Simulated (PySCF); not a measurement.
CH4STe, SMILES CS[TeH].

Coordinates come from a B3LYP-D3(BJ)/def2-SVP optimisation. The def2 effective core potentials stand for the cores of Te; spin–orbit coupling is left out.

These are PySCF with ωB97X/def2-TZVPD values and carry that method's errors.

Gas-phase values at a fixed geometry.

| Item | Result |
|---|---|
| total energy | -706.79275 hartree |
| highest occupied level | -8.75 eV |
| lowest empty level | 0.12 eV |
| orbital gap | 8.86 eV |
| dipole moment | 1.51 D |
| quadrupole, principal values (traceless, Buckingham form, about the centre of nuclear charge) | -5.64, -0.75, 6.39 D·Å |
| mean static polarisability | 79.6 bohr³ (11.80 Å³) |
| polarisability, principal values | 65.1, 71.8, 101.9 bohr³ |
